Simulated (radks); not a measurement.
Values are calculated unless marked as measured or tabulated.
Spherical quantum dot in the effective-mass picture: electrons in a parabolic well V = omega^2 r^2 / 2 with omega = 0.108, with a point charge +1 (a donor) at the centre, all in effective atomic units (hartree* = m*/eps^2 hartree, bohr* = eps/m* bohr), one dielectric constant everywhere. Level of theory: non-relativistic Kohn-Sham, LDA (Slater exchange, Perdew-Wang correlation), spin-polarised, spherical densities (a radial shooting solver with Libxc functionals). Levels are named by radial order and angular momentum (1s, 1p, 1d, 2s, ...), and open shells are averaged over m.

N = 29, configuration 1s2 1p6 1d10 2s2 1f(up 7, down 2). This is the lowest configuration that the search found. Occupied and some empty levels:

level,occupation,eigenvalue (hartree*),<r> (bohr*)
1s down,1,2.9383,2.648
1s up,1,2.9388,2.733
2s up,1,2.9987,9.193
1p up,3,3.0044,9.519
2s down,1,3.0061,9.097
1p down,3,3.0118,9.318
1d up,5,3.0296,10.37
1d down,5,3.0381,10.30
1f up,7,3.0600,10.98
1f down,2,3.0691,10.97
2p up,0,3.0833,8.573
2p down,0,3.0872,8.649
1g up,0,3.0955,11.47
1g down,0,3.1046,11.49
2d up,0,3.1285,9.535
2d down,0,3.1330,9.528

Energy (hartree*): total 50.3036, kinetic 2.1916, external 13.352, Hartree 38.709, exchange-correlation -3.9484.
